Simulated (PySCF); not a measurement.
B(Cl)2(SiH3) (BCl2H3Si), SMILES [SiH3]B(Cl)Cl. Atoms are numbered in the order given.

```xyz
7

B      0.0515    -0.0501     0.0670
Cl     1.6974    -0.2357    -0.4996
Cl    -0.4031    -0.8313     1.5625
Si    -1.2541     1.0341    -1.0306
H     -2.5688     1.1796    -0.3427
H     -1.4577     0.3481    -2.3417
H     -0.6761     2.3856    -1.2911
```
Charge 0, spin multiplicity 1.

Geometry: ωB97X-D3(BJ)/def2-SVP.

These are B3LYP/pcJ-1 run with PySCF values and carry that method's errors.

Isotropic couplings with Fermi-contact, spin-dipole and both spin-orbit terms, one fixed conformer, no vibrational averaging. Isotopes: 11B, 1H, 29Si.

```json
[
 {"pair": "B1–Si4", "bonds apart": "1", "J (Hz)": "-119.0"},
 {"pair": "Si4–H5", "bonds apart": "1", "J (Hz)": "[?]"},
 {"pair": "Si4–H6", "bonds apart": "1", "J (Hz)": "[?]"},
 {"pair": "Si4–H7", "bonds apart": "1", "J (Hz)": "[?]"},
 {"pair": "B1–H5", "bonds apart": "2", "J (Hz)": "8.0"},
 {"pair": "B1–H6", "bonds apart": "2", "J (Hz)": "6.3"},
 {"pair": "B1–H7", "bonds apart": "2", "J (Hz)": "6.7"},
 {"pair": "H5–H6", "bonds apart": "2", "J (Hz)": "[?]"},
 {"pair": "H5–H7", "bonds apart": "2", "J (Hz)": "[?]"},
 {"pair": "H6–H7", "bonds apart": "2", "J (Hz)": "[?]"}
]
```

Q: What belongs in the gaps? (The exact figures need the calculation; the answer reports its results.)

A: 
- Si4–H5, J (Hz): -216.3
- Si4–H6, J (Hz): -207.8
- Si4–H7, J (Hz): -210.4
- H5–H6, J (Hz): 2.2
- H5–H7, J (Hz): 4.1
- H6–H7, J (Hz): -4.9
